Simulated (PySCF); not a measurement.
CH₃Be, SMILES [Be+][CH3], charge +1.

The structure is a stationary point at PBE-D3(BJ)/def2-TZVPD. The multiplicity is an assumed one; other spin states were not compared. The isomer is the one that the SMILES or the coordinates give; other isomers of the formula were not compared.

Level of theory: M06-2X/def2-TZVPD run with PySCF.

Symmetry labels are those of the subgroup Cs that the program uses (full group C3v).

Task: List the valence orbital energies around the gap with their symmetry. (An estimate is asked for; the answer gives what the named calculation found.)

Result: 
```json
[
 {"orbital": "HOMO−5", "symmetry": "A'", "energy (eV)": "-292.18"},
 {"orbital": "HOMO−4", "symmetry": "A'", "energy (eV)": "-126.22"},
 {"orbital": "HOMO−3", "symmetry": "A'", "energy (eV)": "-26.82"},
 {"orbital": "HOMO−2", "symmetry": "A'", "energy (eV)": "-18.34"},
 {"orbital": "HOMO−1", "symmetry": "A\"", "energy (eV)": "-18.34"},
 {"orbital": "HOMO", "symmetry": "A'", "energy (eV)": "-16.56"},
 {"orbital": "LUMO", "symmetry": "A'", "energy (eV)": "-9.28"},
 {"orbital": "LUMO+1", "symmetry": "A\"", "energy (eV)": "-6.34"},
 {"orbital": "LUMO+2", "symmetry": "A'", "energy (eV)": "-6.34"},
 {"orbital": "LUMO+3", "symmetry": "A'", "energy (eV)": "-3.58"}
]
```
